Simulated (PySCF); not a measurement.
# Levels of Te²¹⁺ from EOM-EA-GCCSD

Reference: closed-shell Te²²⁺, [Ar] 3d10 4s2; one electron is added. Calculated with PySCF 2.14, two-component X2C-1e with screened spin-orbit coupling, an even-tempered Gaussian basis (20 s from 0.62 bohr⁻², ratio 2.6; 15 p from 0.81 bohr⁻², ratio 2.6; 10 d from 0.81 bohr⁻², ratio 2.6; 6 f from 0.83 bohr⁻², ratio 2.8); frozen [Ar]; the 94 highest virtual spinors dropped; of the others 70 kept and the rest restored at second order. No Breit or QED terms. Binding energies in eV.

| level | Koopmans | second order | EOM-CCSD |
| --- | --- | --- | --- |
| 4p1/2 | 632.30 | 633.85 | 633.66 |
| 4p3/2 | 618.05 | 619.65 | 619.53 |

For comparison, the ionisation energy of Te²¹⁺ is 633 ± 4 eV (theoretical estimate listed by NIST; NIST Atomic Spectra Database, ionization energies).
